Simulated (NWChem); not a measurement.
System: C4H8O; SMILES C(=C)(C)OC

Input file for NWChem:

```
start job
memory heap 200 mb stack 900 mb global 1100 mb
geometry units angstroms noautosym nocenter noautoz
  C      1.441599    -0.454632     0.000000
  C      0.098964    -0.475529     0.000000
  C     -0.726973    -1.720290     0.000000
  O     -0.698516     0.615089     0.000000
  C     -0.095767     1.877512     0.000000
  H      1.990410    -1.396287     0.000000
  H      2.024470     0.466539     0.000000
  H     -1.381824    -1.740731     0.885381
  H     -1.381824    -1.740731    -0.885381
  H     -0.097035    -2.618099     0.000000
  H     -0.905133     2.619110     0.000000
  H      0.532431     2.028397    -0.896208
  H      0.532431     2.028397     0.896208
end
basis spherical
  C library 6-31g*
  O library 6-31g*
  H library 6-31g*
end
dft
  xc hfexch
  iterations 150
  mulliken
end
task dft energy
esp
  recalculate
  probe 0.07
  range 0.3
  factor 1.0
  spacing 0.02
end
task esp
```

NWChem printed, in part:

```
             Northwest Computational Chemistry Package (NWChem) 7.3.0
             --------------------------------------------------------

                             Geometry "geometry" -> ""
                             -------------------------

 Output coordinates in angstroms (scale by  1.889725989 to convert to a.u.)

  No.       Tag          Charge          X              Y              Z
 ---- ---------------- ---------- -------------- -------------- --------------
    1 C                    6.0000     1.44159900    -0.45463200     0.00000000
    2 C                    6.0000     0.09896400    -0.47552900     0.00000000
    3 C                    6.0000    -0.72697300    -1.72029000     0.00000000
    4 O                    8.0000    -0.69851600     0.61508900     0.00000000
    5 C                    6.0000    -0.09576700     1.87751200     0.00000000
    6 H                    1.0000     1.99041000    -1.39628700     0.00000000
    7 H                    1.0000     2.02447000     0.46653900     0.00000000
    8 H                    1.0000    -1.38182400    -1.74073100     0.88538100
    9 H                    1.0000    -1.38182400    -1.74073100    -0.88538100
   10 H                    1.0000    -0.09703500    -2.61809900     0.00000000
   11 H                    1.0000    -0.90513300     2.61911000     0.00000000
   12 H                    1.0000     0.53243100     2.02839700    -0.89620800
   13 H                    1.0000     0.53243100     2.02839700     0.89620800

 Effective nuclear repulsion energy (a.u.)     180.4961413585

  xc_inp: hfexch multiplicative factor not found.

                                 NWChem DFT Module
                                 -----------------

 Summary of "ao basis" -> "ao basis" (spherical)
 ------------------------------------------------------------------------------
       Tag                 Description            Shells   Functions and Types
 ---------------- ------------------------------  ------  ---------------------
 C                           6-31g*                  6       14   3s2p1d
 O                           6-31g*                  6       14   3s2p1d
 H                           6-31g*                  2        2   2s

            General Information
            -------------------
          SCF calculation type: DFT
          Wavefunction type:  closed shell.
          No. of atoms     :    13
          No. of electrons :    40
           Alpha electrons :    20
            Beta electrons :    20
          Charge           :     0
          Spin multiplicity:     1
          Use of symmetry is: off; symmetry adaption is: off
          Maximum number of iterations: 150
          AO basis - number of functions:    86
                     number of shells:    46
          Convergence on energy requested:  1.00D-06
          Convergence on density requested:  1.00D-05
          Convergence on gradient requested:  5.00D-04

              XC Information
              --------------
                     Hartree-Fock (Exact) Exchange  1.000

      Superposition of Atomic Density Guess
      -------------------------------------

 Sum of atomic energies:        -229.38122914

      Non-variational initial energy
      ------------------------------

 Total energy =    -232.457666
 1-e energy   =    -666.981247
 2-e energy   =     254.027440
 HOMO         =      -0.255589
 LUMO         =       0.072678

     ---------------------------------------------
      Total Density - Mulliken Population Analysis
     ---------------------------------------------

    Atom       Charge   Shell Charges
 -----------   ------   -------------------------------------------------------
    1 C    6     6.77   2.00  0.74  2.09  0.62  1.30  0.03
    2 C    6     5.39   2.00  0.70  1.66  0.40  0.56  0.07
    3 C    6     6.72   2.00  0.72  2.06  0.67  1.24  0.03
    4 O    8     8.62   2.00  0.92  2.98  0.91  1.79  0.03
    5 C    6     6.25   2.00  0.70  1.85  0.63  1.02  0.06
    6 H    1     0.76   0.46  0.31
    7 H    1     0.77   0.46  0.31
    8 H    1     0.76   0.46  0.30
    9 H    1     0.76   0.46  0.30
   10 H    1     0.76   0.46  0.30
   11 H    1     0.80   0.48  0.32
   12 H    1     0.81   0.48  0.33
   13 H    1     0.81   0.48  0.33

   convergence    iter        energy       DeltaE   RMS-Dens  Diis-err
 ---------------- ----- ----------------- --------- --------- ---------
 d= 0,ls=0.0,diis     1   -230.8892496287 -4.11D+02  5.22D-03  4.21D-01
 d= 0,ls=0.0,diis     2   -230.9478038128 -5.86D-02  1.83D-03  5.20D-02
 d= 0,ls=0.0,diis     3   -230.9540451101 -6.24D-03  8.36D-04  7.08D-03
 d= 0,ls=0.0,diis     4   -230.9550437598 -9.99D-04  1.52D-04  1.72D-04
 d= 0,ls=0.0,diis     5   -230.9550750164 -3.13D-05  6.61D-05  1.91D-05
  Resetting Diis
 d= 0,ls=0.0,diis     6   -230.9550798772 -4.86D-06  2.70D-05  1.62D-06
 d= 0,ls=0.0,diis     7   -230.9550805752 -6.98D-07  7.67D-06  2.90D-07

         Total DFT energy =     -230.955080575159
      One electron energy =     -670.647883903652
           Coulomb energy =      291.021714385004
    Exchange-Corr. energy =      -31.825052415034
 Nuclear repulsion energy =      180.496141358522

 Numeric. integr. density =        0.000000000000

                       DFT Final Molecular Orbital Analysis
                       ------------------------------------

 Vector   18  Occ=2.000000D+00  E=-4.894764D-01
              MO Center= -1.9D-01,  5.4D-01,  1.8D-15, r^2= 3.0D+00
   Bfn.  Coefficient  Atom+Function         Bfn.  Coefficient  Atom+Function
  ----- ------------  ---------------      ----- ------------  ---------------
    45      0.383885   4 O  px               49      0.310432   4 O  px
    59     -0.254937   5 C  px               17     -0.250789   2 C  px
     3      0.215094   1 C  px               48     -0.153340   4 O  s
    31      0.132639   3 C  px               32      0.130867   3 C  py
    81      0.129892  11 H  s                63     -0.120515   5 C  px

 Vector   19  Occ=2.000000D+00  E=-4.787271D-01
              MO Center= -2.7D-01,  7.5D-01,  2.5D-15, r^2= 3.0D+00
   Bfn.  Coefficient  Atom+Function         Bfn.  Coefficient  Atom+Function
  ----- ------------  ---------------      ----- ------------  ---------------
    47      0.412437   4 O  pz               51      0.330313   4 O  pz
    61     -0.275740   5 C  pz               83      0.173673  12 H  s
    85     -0.173673  13 H  s                33     -0.168556   3 C  pz
    84      0.168877  12 H  s                86     -0.168877  13 H  s
    19      0.145954   2 C  pz               65     -0.138313   5 C  pz

 Vector   20  Occ=2.000000D+00  E=-3.285239D-01
              MO Center=  7.1D-01, -3.4D-01,  6.3D-16, r^2= 2.1D+00
   Bfn.  Coefficient  Atom+Function         Bfn.  Coefficient  Atom+Function
  ----- ------------  ---------------      ----- ------------  ---------------
     5      0.394752   1 C  pz                9      0.366479   1 C  pz
    19      0.294267   2 C  pz               47     -0.262697   4 O  pz
    51     -0.246228   4 O  pz               23      0.218689   2 C  pz
    76     -0.105225   8 H  s                78      0.105225   9 H  s
    84     -0.087225  12 H  s                86      0.087225  13 H  s

 Vector   21  Occ=0.000000D+00  E= 2.069324D-01
              MO Center=  4.3D-01, -6.0D-01,  3.2D-14, r^2= 2.9D+00
   Bfn.  Coefficient  Atom+Function         Bfn.  Coefficient  Atom+Function
  ----- ------------  ---------------      ----- ------------  ---------------
     9      0.662395   1 C  pz               23     -0.665335   2 C  pz
    76      0.473673   8 H  s                78     -0.473673   9 H  s
    19     -0.414607   2 C  pz                5      0.303771   1 C  pz
    37     -0.264387   3 C  pz               51      0.223889   4 O  pz
    47      0.153674   4 O  pz               84      0.111869  12 H  s

 Vector   22  Occ=0.000000D+00  E= 2.450712D-01
              MO Center=  4.2D-01,  5.9D-01,  5.2D-14, r^2= 7.6D+00
   Bfn.  Coefficient  Atom+Function         Bfn.  Coefficient  Atom+Function
  ----- ------------  ---------------      ----- ------------  ---------------
    62      1.665768   5 C  s                34      1.135381   3 C  s
    84     -0.846694  12 H  s                86     -0.846694  13 H  s
    82     -0.758824  11 H  s                 6      0.734193   1 C  s
    74     -0.686345   7 H  s                72     -0.621002   6 H  s
    80     -0.577791  10 H  s                76     -0.515187   8 H  s

 Vector   23  Occ=0.000000D+00  E= 2.625648D-01
              MO Center=  2.7D-01, -4.9D-01,  1.6D-13, r^2= 8.3D+00
   Bfn.  Coefficient  Atom+Function         Bfn.  Coefficient  Atom+Function
  ----- ------------  ---------------      ----- ------------  ---------------
    34      1.610261   3 C  s                62     -1.570199   5 C  s
    80     -1.214192  10 H  s                72     -0.786195   6 H  s
    84      0.721944  12 H  s                86      0.721944  13 H  s
     8     -0.676142   1 C  py               74      0.512792   7 H  s
    36     -0.507039   3 C  py               76     -0.498310   8 H  s

     ---------------------------------------------
      Total Density - Mulliken Population Analysis
     ---------------------------------------------

    Atom       Charge   Shell Charges
 -----------   ------   -------------------------------------------------------
    1 C    6     6.54   2.00  0.65  2.01  0.61  1.24  0.04
    2 C    6     5.51   2.00  0.68  1.89  0.37  0.49  0.09
    3 C    6     6.53   2.00  0.65  2.07  0.69  1.09  0.05
    4 O    8     8.66   2.00  0.88  2.91  0.99  1.84  0.03
    5 C    6     6.17   2.00  0.65  1.98  0.60  0.87  0.08
    6 H    1     0.82   0.52  0.30
    7 H    1     0.82   0.52  0.30
    8 H    1     0.81   0.52  0.30
    9 H    1     0.81   0.52  0.30
   10 H    1     0.82   0.52  0.30
   11 H    1     0.82   0.53  0.29
   12 H    1     0.84   0.53  0.31
   13 H    1     0.84   0.53  0.31

     -------------------------------------------
      Total Density - Lowdin Population Analysis
     -------------------------------------------

    Atom       Charge   Shell Charges
 -----------   ------   -------------------------------------------------------
    1 C    6     6.40   1.99  0.54  1.86  0.44  1.50  0.07
    2 C    6     5.89   1.99  0.51  1.72  0.36  1.12  0.19
    3 C    6     6.35   1.99  0.54  1.88  0.44  1.42  0.08
    4 O    8     8.24   1.99  0.82  2.79  0.63  1.93  0.07
    5 C    6     6.17   1.99  0.54  1.80  0.44  1.27  0.14
    6 H    1     0.86   0.49  0.37
    7 H    1     0.87   0.49  0.38
    8 H    1     0.86   0.49  0.37
    9 H    1     0.86   0.49  0.37
   10 H    1     0.87   0.50  0.37
   11 H    1     0.87   0.51  0.36
   12 H    1     0.89   0.51  0.38
   13 H    1     0.89   0.51  0.38

     Multipole analysis of the density
     ---------------------------------

     L   x y z        total         alpha         beta         nuclear
     -   - - -        -----         -----         ----         -------
     0   0 0 0     -0.000000    -20.000000    -20.000000     40.000000

     1   1 0 0      0.140859      0.039499      0.039499      0.061862
     1   0 1 0      0.197682      0.165290      0.165290     -0.132899
     1   0 0 1     -0.000000     -0.000000     -0.000000      0.000000

     2   2 0 0    -24.340361    -70.971514    -70.971514    117.602666
     2   1 1 0      0.796642     -2.801906     -2.801906      6.400454
     2   1 0 1      0.000000      0.000000      0.000000      0.000000
     2   0 2 0    -19.925323   -143.343363   -143.343363    266.761402
     2   0 1 1      0.000000      0.000000      0.000000      0.000000
     2   0 0 2    -24.842432    -18.088810    -18.088810     11.335189

                     NWChem Electrostatic Potential Fit Module
                     -----------------------------------------

 Atom parameters

 Number of atoms is                                   13
 Number of basis functions is                         86

 Grid parameters

 Maximum number of grid points is                  45717
 Number of grid points is                          45716
 Grid range                                     0.300000 nm
 Grid spacing                                   0.020000 nm
 Probe radius                                   0.070000 nm
 Atom radius factor                             1.000000

 Atomic radii

    1    0.100000
    6    0.147000
    8    0.136000
 FASTESP  F
  using M.O. file = ./job.movecs

    Atom              Coordinates                           Charge

                                                  ESP

    1 C     0.144160   -0.045463    0.000000   -0.762882
    2 C     0.009896   -0.047553    0.000000    0.570710
    3 C    -0.072697   -0.172029    0.000000   -0.279813
    4 O    -0.069852    0.061509    0.000000   -0.455789
    5 C    -0.009577    0.187751    0.000000    0.283967
    6 H     0.199041   -0.139629    0.000000    0.206856
    7 H     0.202447    0.046654    0.000000    0.229581
    8 H    -0.138182   -0.174073    0.088538    0.076596
    9 H    -0.138182   -0.174073   -0.088538    0.076750
   10 H    -0.009704   -0.261810    0.000000    0.080168
   11 H    -0.090513    0.261911    0.000000    0.003587
   12 H     0.053243    0.202840   -0.089621   -0.014665
   13 H     0.053243    0.202840    0.089621   -0.015066
                                            ------------
                                                0.000000

 Dipole moment                                  0.253267

 Quadrupole moment Qxx                         -5.149548
                   Qyy                          9.552120
                   Qzz                         -4.402572

 RMS deviation kJ/mol                           0.062294

 RRMS %                                        46.880687
```

Level: Hartree-Fock/6-31G* (spherical d). All runs use the structure optimised with PBE0/def2-SVP. Not confirmed as a minimum by frequencies.
